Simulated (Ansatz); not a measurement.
Cost and result for the atomization energy of C$_{2}$H$_{4}$FNOSi (`FC1([SiH3])N=CO1`) (10 atoms, 10 bonds).

```tsv
atom	x (Å)	y (Å)	z (Å)
F1	-0.1199	-0.7007	1.8471
C2	-0.1933	-0.3375	0.5598
Si3	0.9156	1.1697	0.1405
N4	-1.5455	-0.2806	0.0131
C5	-1.1322	-1.2183	-0.7521
O6	0.1216	-1.4866	-0.3192
H7	0.3993	2.3353	0.8941
H8	2.3032	0.8496	0.5517
H9	0.8209	1.3826	-1.3216
H10	-1.5697	-1.7134	-1.6134
```

Total charge 0; spin multiplicity 1. The geometry is a stationary point of PBE0-D4/def2-TZVP. Program: Ansatz. All runs use 4 threads of an AMD EPYC 9R45 on a shared host. Times are those of one run each, without the atoms' runs, and a repeat can differ threefold. Electronic energies, without spin–orbit coupling; frozen cores. CCSD(T)/CBS adds CCSD(T) − MP2 in def2-TZVPP to the MP2 limit, and its time is that of the two runs behind it. T1 = 0.015. B3LYP takes the VWN-RPA correlation (the form of Gaussian; ORCA's B3LYP/G).

CCSD(T)/CBS is a level of theory with its own doubt, some kJ/mol a heavy atom from the limit and from the frozen cores, so smaller differences don't rank the functionals.

```
                             level  functions  wall time  atomization (kJ/mol)  difference from CCSD(T)/CBS  per bond
   PBE-D4/def2-TZVPP (with forces)        253      1.1 s                3945.2                        162.2      16.2
                PBE0-D4/def2-TZVPP        253      1.3 s                3807.9                         24.9       2.5
r2SCAN-D4/def2-TZVPP (with forces)        253      1.9 s                3801.7                         18.7       1.9
 B3LYP-D4/def2-TZVPP (with forces)        253      1.9 s                3781.4                         -1.6      -0.2
                 B2PLYP/def2-TZVPP        253      2.3 s                3742.5                        -40.5      -4.0
                ωB97X-V/def2-TZVPP        253      2.9 s                3822.1                         39.1       3.9
  ωB97M-V/def2-TZVPP (with forces)        253      4.1 s                3811.2                         28.2       2.8
                    MP2/def2-QZVPP        475      8.5 s                3849.5                         66.5       6.7
                CCSD(T)/def2-TZVPP        253       60 s                3660.7                       -122.3     -12.2
                 CCSD(T)/CBS(def2)          –       68 s                3783.0                          0.0       0.0
```

From PBE to PBE0 (25 % exact exchange), in def2-TZVPP and without D4, the atomization energy moves by −133.8 kJ/mol: exact exchange takes away binding that semilocal exchange gives to molecules. The D4 term adds +34.9 kJ/mol with B3LYP and +18.1 kJ/mol with PBE0; it sums over pairs of atoms, weighted by their polarisabilities, and B3LYP, whose exchange is more repulsive, gets the larger term. In def2-TZVPP, CCSD(T) changes the Hartree–Fock value by +1169.0 kJ/mol (the triples alone add +89.3 kJ/mol) and MP2 by +1285.0 kJ/mol; breaking electron pairs costs correlation energy, which Hartree–Fock lacks.
